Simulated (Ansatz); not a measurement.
Ansatz (a first-principles code) input for TiI₃, SMILES [I][Ti]([I])[I] (connectivity only; charge and spin as stated), neutral, multiplicity 2, PBE0-D3(BJ)/def2-SVP. 

Ansatz 0.2 input:
```yaml
crystal:
  periodic: [false, false, false]
  atoms:
    - {symbol: Ti, position_ang: [0.00000000, 0.00000000, 0.66835557]}
    - {symbol: I, position_ang: [2.18514023, -1.26159130, -0.09247687]}
    - {symbol: I, position_ang: [-2.18514023, -1.26159130, -0.09247687]}
    - {symbol: I, position_ang: [-0.00000001, 2.52318260, -0.09247687]}
basis:
  gaussian:
    orbitals: def2-SVP
hamiltonian:
  xc: pbe0
  dispersion: d3bj
magnetization: {spin_polarized: true, initial_magnetization: 1}
relax: {f_tol: 0.002, max_steps: 200}
```

Program output:

```
WARN ansatz: RAYON_NUM_THREADS=1 ignored (pool sized by the plan → 1); use --threads N
Functional definition: PBE0
integrals: 0.08 GiB planned
1514 factors; integrals over basis functions are off by at most 2.6e-4 eV
mean field: 1.49 GiB planned
mean field evaluation 1: about -47413.8150 eV, gradient 1.0e1 eV
mean field evaluation 2: about -47394.7625 eV, gradient 6.9e1 eV
mean field evaluation 4: about -47414.5971 eV, gradient 1.2e0 eV
mean field evaluation 8: about -47414.6651 eV, gradient 7.0e-2 eV
mean field evaluation 16: about -47414.6653 eV, gradient 1.5e-3 eV
mean field evaluation 32: about -47414.6653 eV, gradient 1.1e-5 eV
mean field -47414.66529843 eV, -1742.4568109030 hartree, gradient 9.2e-7 eV, S^2 0.770507; 6 other end points of the search recorded, 0 dependent functions left out
the calculation of the forces begins
reference -47414.66534068 eV, -1742.4568124556 hartree; 49, 48 occupied and 60, 61 virtual orbitals, 1514 factors
relax step   1: F+E_penalty+E_count = -47414.87817905 eV  Δ(F+E_penalty+E_count) = +0.000e0 eV  max|allowed force component| = 1.202e0 eV/Å  Δτ_max = 0.0000 Å  (179 SCF iters, accepted)
these checks for a lower state are left out or cut short: starts, cluster_reference, orbital_swaps, neighbouring_geometries, increment
integrals: 0.08 GiB planned
1514 factors; integrals over basis functions are off by at most 3.1e-4 eV
mean field: 1.50 GiB planned
mean field -47414.85751213 eV, -1742.4638746262 hartree, gradient 1.8e-5 eV, S^2 0.764486; 0 other end points of the search recorded, 0 dependent functions left out
the calculation of the forces begins
reference -47414.85755407 eV, -1742.4638761674 hartree; 49, 48 occupied and 60, 61 virtual orbitals, 1514 factors
relax step   2: F+E_penalty+E_count = -47415.07601240 eV  Δ(F+E_penalty+E_count) = -1.978e-1 eV  max|allowed force component| = 3.359e-1 eV/Å  Δτ_max = 0.1947 Å  (72 SCF iters, accepted)
these checks for a lower state are left out or cut short: starts, cluster_reference, orbital_swaps, neighbouring_geometries, increment
integrals: 0.08 GiB planned
1514 factors; integrals over basis functions are off by at most 3.2e-4 eV
mean field: 1.49 GiB planned
mean field evaluation 64: about -47414.6279 eV, gradient 6.4e0 eV
mean field -47414.92977131 eV, -1742.4665301019 hartree, gradient 1.9e-5 eV, S^2 0.766473; 0 other end points of the search recorded, 0 dependent functions left out
the calculation of the forces begins
reference -47414.92981390 eV, -1742.4665316670 hartree; 49, 48 occupied and 60, 61 virtual orbitals, 1514 factors
relax step   3: F+E_penalty+E_count = -47415.14012459 eV  Δ(F+E_penalty+E_count) = -6.411e-2 eV  max|allowed force component| = 1.798e-1 eV/Å  Δτ_max = 0.1887 Å  (71 SCF iters, accepted)
these checks for a lower state are left out or cut short: starts, cluster_reference, orbital_swaps, neighbouring_geometries, increment
integrals: 0.08 GiB planned
1514 factors; integrals over basis functions are off by at most 3.4e-4 eV
mean field: 1.50 GiB planned
mean field -47414.94880848 eV, -1742.4672297050 hartree, gradient 1.5e-5 eV, S^2 0.765850; 0 other end points of the search recorded, 0 dependent functions left out
the calculation of the forces begins
reference -47414.94885108 eV, -1742.4672312704 hartree; 49, 48 occupied and 60, 61 virtual orbitals, 1514 factors
relax step   4: F+E_penalty+E_count = -47415.15963521 eV  Δ(F+E_penalty+E_count) = -1.951e-2 eV  max|allowed force component| = 1.799e-2 eV/Å  Δτ_max = 0.1600 Å  (72 SCF iters, accepted)
these checks for a lower state are left out or cut short: starts, cluster_reference, orbital_swaps, neighbouring_geometries, increment
integrals: 0.08 GiB planned
1514 factors; integrals over basis functions are off by at most 3.4e-4 eV
mean field: 1.50 GiB planned
mean field -47414.94929838 eV, -1742.4672477086 hartree, gradient 1.7e-5 eV, S^2 0.765900; 0 other end points of the search recorded, 0 dependent functions left out
the calculation of the forces begins
reference -47414.94934099 eV, -1742.4672492744 hartree; 49, 48 occupied and 60, 61 virtual orbitals, 1514 factors
relax step   5: F+E_penalty+E_count = -47415.15998145 eV  Δ(F+E_penalty+E_count) = -3.462e-4 eV  max|allowed force component| = 2.008e-3 eV/Å  Δτ_max = 0.0242 Å  (62 SCF iters, accepted)
these checks for a lower state are left out or cut short: starts, cluster_reference, orbital_swaps, neighbouring_geometries, increment
integrals: 0.08 GiB planned
1514 factors; integrals over basis functions are off by at most 3.4e-4 eV
mean field: 1.50 GiB planned
mean field evaluation 96: about -47414.9493 eV, gradient 1.9e-4 eV
mean field -47414.94927862 eV, -1742.4672469824 hartree, gradient 1.3e-5 eV, S^2 0.765890; 0 other end points of the search recorded, 0 dependent functions left out
the calculation of the forces begins
reference -47414.94932123 eV, -1742.4672485481 hartree; 49, 48 occupied and 60, 61 virtual orbitals, 1514 factors
relax step   6: F+E_penalty+E_count = -47415.15998565 eV  Δ(F+E_penalty+E_count) = -4.197e-6 eV  max|allowed force component| = 8.680e-4 eV/Å  Δτ_max = 0.0026 Å  (52 SCF iters, accepted)
integrals: 0.08 GiB planned
1514 factors; integrals over basis functions are off by at most 3.4e-4 eV
mean field: 1.50 GiB planned
mean field evaluation 128: about -47414.7388 eV, gradient 2.6e0 eV
mean field -47414.94927862 eV, -1742.4672469824 hartree, gradient 1.3e-5 eV, S^2 0.765890; 7 other end points of the search recorded, 0 dependent functions left out
the calculation of the forces begins
reference -47414.94932123 eV, -1742.4672485481 hartree; 49, 48 occupied and 60, 61 virtual orbitals, 1514 factors
Total energy: -47415.16002825 eV, -1742.4749918884 hartree
Atom 0 at    -0.000009     0.000005     0.098073 Å, force     0.000065    -0.000037    -0.000231 eV/Å
Atom 1 at     2.207876    -1.274718     0.097619 Å, force     0.000737    -0.000426     0.000077 eV/Å
Atom 2 at    -2.207879    -1.274733     0.097616 Å, force    -0.000769    -0.000405     0.000077 eV/Å
Atom 3 at     0.000012     2.549446     0.097616 Å, force    -0.000034     0.000868     0.000077 eV/Å
Dipole moment:    -0.000007     0.000004     0.000256 e Å
```

The run converged.
